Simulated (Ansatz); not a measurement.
`FC(F)(F)c1ccc(-c2ccc(-c3ccc(-c4ccc(-c5ccc(-c6ccc(C(F)(F)F)s6)s5)s4)s3)s2)s1` with charge -1. Total charge -1; doublet. Geometry PBE-D4/def2-SVP, that of the neutral singlet; atoms count from 1.

```xyz
50

F     5.8479    3.9829   10.6393
C     5.6592    2.6396   10.6185
F     6.8317    2.0531   10.9497
F     4.7654    2.3610   11.6003
C     5.1917    2.1589    9.2803
C     5.8186    1.2449    8.4517
C     5.1007    1.0137    7.2502
C     3.9210    1.7546    7.1619
C     2.9409    1.7864    6.1027
C     1.7663    2.5349    6.0099
C     1.0463    2.3092    4.8155
C     1.6541    1.3813    3.9651
C     1.2167    0.9088    2.6776
C     1.8065   -0.0326    1.8296
C     1.0868   -0.2437    0.6326
C    -0.0722    0.5315    0.5340
C    -1.0436    0.5959   -0.5255
C    -2.1790    1.4058   -0.6288
C    -2.9123    1.2036   -1.8178
C    -2.3555    0.2346   -2.6575
C    -2.8405   -0.2085   -3.9402
C    -3.8215    0.3852   -4.7401
C    -4.0685   -0.3180   -5.9398
C    -3.2827   -1.4625   -6.0898
C    -3.2610   -2.4160   -7.1734
C    -2.5094   -3.5842   -7.3086
C    -2.7642   -4.2769   -8.5203
C    -3.7066   -3.6416   -9.3100
C    -4.2176   -4.0824  -10.6460
F    -3.9648   -3.1672  -11.6151
F    -3.6361   -5.2457  -11.0161
F    -5.5605   -4.2745  -10.6387
S    -4.2906   -2.1800   -8.5711
S    -2.2300   -1.6620   -4.7034
S    -0.8952   -0.4223   -1.9455
S    -0.2571    1.5325    1.9617
S     3.1429    0.7894    4.6760
S     3.7075    2.7462    8.5903
H     6.7688    0.7636    8.7160
H     5.4298    0.3245    6.4605
H     1.4432    3.2304    6.7971
H     0.0988    2.8073    4.5675
H     2.7418   -0.5517    2.0818
H     1.3990   -0.9436   -0.1551
H    -2.4642    2.1240    0.1527
H    -3.8410    1.7353   -2.0624
H    -4.3298    1.3172   -4.4608
H    -4.8026   -0.0019   -6.6943
H    -1.7984   -3.9252   -6.5435
H    -2.2808   -5.2160   -8.8184
```

Single mean-field runs in def2-SVP are fitted with def2-universal-jkfit.

Problem. Estimate the Mulliken populations of the heavy atoms from the PBE0/def2-SVP orbitals of Ansatz.

Solution. 
| atom | charge (e) | spin (α − β) |
| --- | --- | --- |
| F1 | -0.20 | 0.00 |
| C2 | 0.64 | 0.00 |
| F3 | -0.20 | 0.00 |
| F4 | -0.20 | 0.00 |
| C5 | -0.32 | 0.08 |
| C6 | 0.02 | -0.04 |
| C7 | -0.06 | 0.08 |
| C8 | -0.08 | -0.02 |
| C9 | -0.09 | 0.10 |
| C10 | -0.03 | -0.04 |
| C11 | -0.05 | 0.05 |
| C12 | -0.07 | 0.01 |
| C13 | -0.09 | 0.07 |
| C14 | -0.04 | -0.01 |
| C15 | -0.04 | 0.02 |
| C16 | -0.08 | 0.05 |
| C17 | -0.08 | 0.04 |
| C18 | -0.05 | 0.03 |
| C19 | -0.02 | -0.01 |
| C20 | -0.10 | 0.07 |
| C21 | -0.08 | 0.01 |
| C22 | -0.03 | 0.05 |
| C23 | -0.04 | -0.03 |
| C24 | -0.09 | 0.10 |
| C25 | -0.08 | -0.02 |
| C26 | -0.06 | 0.08 |
| C27 | 0.02 | -0.04 |
| C28 | -0.32 | 0.08 |
| C29 | 0.64 | 0.00 |
| F30 | -0.20 | 0.00 |
| F31 | -0.20 | 0.00 |
| F32 | -0.20 | 0.00 |
| S33 | 0.12 | 0.03 |
| S34 | 0.09 | 0.05 |
| S35 | 0.08 | 0.06 |
| S36 | 0.07 | 0.06 |
| S37 | 0.08 | 0.05 |
| S38 | 0.12 | 0.03 |
Mulliken values depend strongly on the basis.

Problem. Where does the spin sit?

Solution. Summed by element: F 0.01, C 0.72, S 0.28, H -0.01, of 1 unpaired in all. Largest on single atoms: C9 0.10, C24 0.10, C28 0.08.

Problem. And the Mayer bond orders between heavy atoms (over 0.3, the first 40 of 43)?

Solution. F1–C2 1.11 (1.36 Å); C2–F3 1.11 (1.35 Å); C2–F4 1.11 (1.36 Å); C2–C5 1.00 (1.50 Å); C5–C6 1.53 (1.38 Å); C5–S38 1.09 (1.74 Å); C6–C7 1.29 (1.42 Å); C7–C8 1.44 (1.40 Å); C8–C9 1.23 (1.44 Å); C8–S38 1.12 (1.75 Å); C9–C10 1.43 (1.40 Å); C9–S37 1.08 (1.75 Å); C10–C11 1.35 (1.41 Å); C11–C12 1.40 (1.40 Å); C12–C13 1.26 (1.44 Å); C12–S37 1.09 (1.75 Å); C13–C14 1.40 (1.40 Å); C13–S36 1.08 (1.75 Å); C14–C15 1.36 (1.41 Å); C15–C16 1.40 (1.40 Å); C16–C17 1.27 (1.44 Å); C16–S36 1.08 (1.75 Å); C17–C18 1.39 (1.40 Å); C17–S35 1.08 (1.75 Å); C18–C19 1.36 (1.41 Å); C19–C20 1.42 (1.40 Å); C20–C21 1.22 (1.44 Å); C20–S35 1.08 (1.75 Å); C21–C22 1.42 (1.40 Å); C21–S34 1.10 (1.75 Å); C22–C23 1.35 (1.41 Å); C23–C24 1.42 (1.40 Å); C24–C25 1.23 (1.44 Å); C24–S34 1.08 (1.75 Å); C25–C26 1.44 (1.40 Å); C25–S33 1.12 (1.75 Å); C26–C27 1.29 (1.42 Å); C27–C28 1.53 (1.38 Å); C28–C29 1.00 (1.50 Å); C28–S33 1.09 (1.74 Å).
